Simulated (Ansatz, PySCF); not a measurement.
Complex: SiH4 (SMILES [SiH4]) (first 5 atoms) with HBr (SMILES Br); geometry from B3LYP-D3(BJ)/def2-TZVP, rigid monomers moved along the line of their centres of mass till H3···H7 is 2.41 Å.
(charge 0, multiplicity 1):
```csv
atom,x (Å),y (Å),z (Å)
Si,0.2156,-0.2373,0.0107
H,0.8036,-1.5437,0.3764
H,-0.9932,-0.0054,0.8414
H,-0.1808,-0.2386,-1.4145
H,1.1877,0.8467,0.2677
Br,-0.0729,-0.0232,4.4980
H,-0.7345,0.0361,3.2346
```

Counterpoise-corrected where a basis set is named; no monomer relaxation. Rows marked so take none.

Rows in LANL2DZ carry no dispersion term and start afresh at each structure. LANL2DZ brings its own core potentials from Na on.

The values were computed with Ansatz (Gaussian basis) for Hartree–Fock, density functionals and correlated methods; PySCF for LANL2DZ rows, the dispersion terms. 

### Question
One of these levels gives -5.3 kJ/mol for the interaction energy. Name it.
A) PBE-D3(BJ)/def2-TZVPPD
B) PBE0/def2-TZVPPD
C) B3LYP/LANL2DZ (no counterpoise)

### Answer
A, PBE-D3(BJ)/def2-TZVPPD. The others give -0.5 (B3LYP/LANL2DZ (no counterpoise)), -1.9 (PBE0/def2-TZVPPD)

Ansatz is a quantum-chemistry and plane-wave program.
